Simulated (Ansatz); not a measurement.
`C1[SiH2]C[Se]1` and `C1[SiH2]CS1` differ in one element.

Ansatz, PBE0-D4/def2-TZVP geometries, multiplicity 1. 

Scalar relativity is left out up to krypton.

```json
{"property": "HOMO energy (ωB97M-V/def2-TZVPP) / eV", "`C1[SiH2]C[Se]1`": "-8.45"}
{"property": "LUMO energy (ωB97M-V/def2-TZVPP) / eV", "`C1[SiH2]C[Se]1`": "1.06"}
{"property": "LUMO energy (PBE/def2-TZVPP) / eV", "`C1[SiH2]C[Se]1`": "-1.55"}
{"property": "HOMO–LUMO gap (PBE/def2-TZVPP) / eV", "`C1[SiH2]C[Se]1`": "3.59"}
{"property": "LUMO energy (PBE0/def2-TZVPP) / eV", "`C1[SiH2]C[Se]1`": "-0.69"}
{"property": "HOMO–LUMO gap (B3LYP/def2-TZVPP) / eV", "`C1[SiH2]C[Se]1`": "5.13"}
```

Q: What does the change do to each property? (Best estimate.)

A: Computed: 
| property | `C1[SiH2]CS1` | shift |
| --- | --- | --- |
| HOMO energy (ωB97M-V/def2-TZVPP) / eV | -8.65 | -0.20 |
| LUMO energy (ωB97M-V/def2-TZVPP) / eV | 1.33 | 0.27 |
| LUMO energy (PBE/def2-TZVPP) / eV | -1.26 | 0.29 |
| HOMO–LUMO gap (PBE/def2-TZVPP) / eV | 3.99 | 0.40 |
| LUMO energy (PBE0/def2-TZVPP) / eV | -0.38 | 0.31 |
| HOMO–LUMO gap (B3LYP/def2-TZVPP) / eV | 5.62 | 0.49 |

With PBE0 the HOMO falls by 0.18 eV and the LUMO rises by 0.31 eV, so the gap widens by about 0.49 eV. PBE moves the HOMO by -0.11 eV and ωB97M-V by -0.20 eV.

B3LYP here is the variant with VWN-RPA as its local correlation; programs differ in this.

Spin–orbit coupling is left out; it splits and shifts lone-pair levels of the heavy atoms by tenths of an eV.
